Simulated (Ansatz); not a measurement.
The lowest singlet and triplet of ClIn (SMILES [Cl][In]); geometries from B3LYP-D3(BJ)/def2-TZVP, each state relaxed from the structure named, with no frequency check.
Singlet at the triplet's geometry (charge 0, multiplicity 1):
```xyz
2

Cl     0.0000     0.0000    -1.7837
In     0.0000     0.0000     0.6188
```

| level | gap E(singlet) − E(triplet), vertical, at the triplet's geometry (kcal/mol) | cost |
|---|---|---|
| R-HF/def2-SVP | -60.32 | - |
| U-HF/def2-TZVPP | -59.42 | - |
| U-SVWN5/def2-TZVPP | -85.74 | ×0.7 |
| R-r2SCAN/def2-TZVPP | -77.99 | ×3 |
| U-PBE0/def2-TZVPP | -78.79 | ×0.8 |
| R-B2PLYP/def2-TZVPP | -80.10 | ×0.9 |
| U-CCSD/def2-SVP | -73.12 | - |
| R-CCSD(T)/def2-TZVPP | -73.90 | ×2 |
| R-CCSD(T)/def2-QZVPP | -74.37 | ×6 |
| R-CCSDT(Q)/def2-SVP | -73.09 | ×2 |
| SC-NEVPT2 on SA-CASSCF(2,3)/def2-TZVPP | -76.02 | - |
| SC-NEVPT2 on SA-CASSCF(2,3)/def2-QZVPP | -76.25 | - |
| FIC-MRCISD+Q on SA-CASSCF(2,3)/def2-TZVPP | -75.15 | - |
| FIC-MRCISD+Q on SA-CASSCF(2,3)/def2-QZVPP | -75.60 | - |

The rows run from -85.74 (U-SVWN5/def2-TZVPP) to -59.42 kcal/mol (U-HF/def2-TZVPP). From def2-TZVPP to def2-QZVPP R-CCSD(T) changes by -0.47.

A positive gap puts the triplet lower; no zero-point energy. R- takes a restricted singlet. U- takes an unrestricted singlet (broken symmetry where lower, unprojected). The triplet is unrestricted in single-reference levels. Active spaces average the two states.

Cores are frozen in the correlated methods. Filled d and f shells under p-block atoms count as core.

The values were computed with Ansatz (a program for electronic structure) with Gaussian orbitals. Each number belongs to the level named beside it. In def2 rows elements past Kr take small-core potentials, without spin–orbit coupling.

Costs are rough ratios of core time to R-PBE/def2-TZVPP (about 9 s over the structures, on one shared machine); a dash marks a level with no comparable run of its own.
